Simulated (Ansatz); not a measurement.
Born–Oppenheimer molecular dynamics of GaH3O2 (6 atoms, charge 0, multiplicity 1). It starts at the highest image of a converged band. Of that band: Neighbouring images differ by up to 1.4 eV, so the band resolves the path poorly. A vibrational analysis at the climbing image gives one clearly imaginary mode, 1347i cm⁻¹: a first-order saddle point.

Method: RKS PBE0-D4/def2-SVP in Ansatz.

| Item | Value |
| --- | --- |
| ensemble | NVE (velocity Verlet) |
| time step | 0.5 fs |
| steps asked | 200 |
| starting velocities drawn for | 300 K |
| seed | 5724 |

First frame:

```xyz
6
Properties=species:S:1:pos:R:3
Ga -0.196 -0.043 0.531
H 1.072 -0.082 1.561
O 1.720 -0.041 0.237
H 2.258 -0.748 -0.155
O -1.105 -0.435 -0.954
H -2.064 -0.450 -0.858
```

(1) How far do the bonds stretch over the last three quarters of this one trajectory? (Pairs bonded in most of those frames.)

Results:

(1) 
| bond | mean (Å) | spread (Å) | shortest | longest |
| --- | --- | --- | --- | --- |
| Ga1–O5 | 1.854 | 0.083 | 1.71 | 1.97 |
| H2–O3 | 1.006 | 0.097 | 0.85 | 1.15 |
| O3–H4 | 0.976 | 0.040 | 0.90 | 1.05 |
| O5–H6 | 0.964 | 0.004 | 0.96 | 0.97 |

Mean temperature of the second half: 2739 K. The conserved energy stayed within 2.2 meV per atom of its start (net change 0.53 meV per atom), so the integration is sound. The system heated up, since it started high on the potential surface and ran downhill. A run of 0.1 ps of so small a system gives no equilibrium averages. The orbitals stay closed-shell, which can raise the energy where a bond breaks towards radicals; this wasn't checked here.

Run time: 7.1 min on 1 thread of Arm Neoverse V2, with other jobs on the host, peak memory 0.16 GiB.
